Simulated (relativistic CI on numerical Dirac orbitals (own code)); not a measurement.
# Sensitivity of the levels of Au¹⁹⁺ to α and to the nuclear radius

Calculated at this level of theory: Dirac-Coulomb-Breit CI, separate exchange-only KLI orbitals for each configuration, derivatives by finite differences, unscaled Slater integrals, QED left out (own radial code, finite nucleus).

Configuration list (outside the closed core [Kr] 4d10): 4f12.5s2, 4f14, 4f13.5s, 4f12.5s.5p, 4f12.5p2, 4f13.5p, 4f12.5s.5d, 4f13.5d. The list is cut by size and lacks configurations that can hold low levels.

With x = (α/α₀)² − 1 an excitation energy changes as ω = ω₀ + qx; K = 2q/ω₀ is the relative enhancement. Terms are leading LS components, so labels can repeat. The field-shift factor is F = δν/δ⟨r²⟩ for the transition from the lowest level.

Lowest level 4f14 1S_0.

| Level | ω₀ (cm⁻¹) | q (cm⁻¹) | K | F (GHz/fm²) |
| --- | --- | --- | --- | --- |
| 4f13.5s 3F°_4 | 122830 | -448500 | -7.3 | 760 |
| 4f13.5s 3F°_3 | 128186 | -446200 | -6.96 | 758 |
| 4f13.5s 3F°_2 | 153594 | -420300 | -5.47 | 762 |
| 4f13.5s 1F°_3 | 159129 | -419300 | -5.27 | 758 |
| 4f12.5s2 3H_6 | 284802 | -908200 | -6.38 | 1530 |
| 4f12.5s2 3F_4 | 295757 | -909600 | -6.15 | 1530 |
| 4f12.5s2 3H_5 | 313418 | -881100 | -5.62 | 1530 |
| 4f12.5s2 3F_2 | 322044 | -900700 | -5.59 | 1530 |
| 4f12.5s2 3H_4 | 323461 | -879600 | -5.44 | 1530 |
| 4f12.5s2 3F_3 | 326995 | -880800 | -5.39 | 1530 |
| 4f12.5s2 3H_4 | 350411 | -854100 | -4.88 | 1540 |
| 4f12.5s2 3P_2 | 355219 | -881900 | -4.97 | 1530 |
| 4f12.5s2 1I_6 | 366562 | -884300 | -4.82 | 1530 |
| 4f12.5s2 3P_0 | 368130 | -896800 | -4.87 | 1530 |
| 4f12.5s2 3P_1 | 375588 | -880800 | -4.69 | 1530 |
| 4f12.5s2 1D_2 | 385557 | -860800 | -4.47 | 1540 |
| 4f12.5s2 1S_0 | 462091 | -865200 | -3.74 | 1530 |
| 4f13.5p 3D_3 | 473358 | -386800 | -1.63 | 68.1 |
| 4f13.5p 3G_4 | 477170 | -387000 | -1.62 | 68.2 |
| 4f13.5p 3G_3 | 504812 | -359600 | -1.42 | 70 |
| 4f13.5p 3F_2 | 512874 | -356400 | -1.39 | 69.6 |
| 4f12.5s.5p 5G°_6 | 588050 | -853900 | -2.9 | 849 |
| 4f12.5s.5p 5D°_4 | 600792 | -856100 | -2.85 | 848 |

At this charge transitions that keep the count of f electrons are usually good to a few per cent. Terms inside the open d or f shell come out 10 to 20 % too wide with unscaled integrals. Levels that differ in their count of f electrons can be misplaced by several ten thousand cm⁻¹, since the correlation energy of f electrons is missing or only estimated; rates across such gaps can be off by orders of magnitude. The computed lowest level isn't the tabulated ground level, which NIST ASD gives as 4f12 5s2 3H6; for such ions that label comes from theory and may be the wrong one.
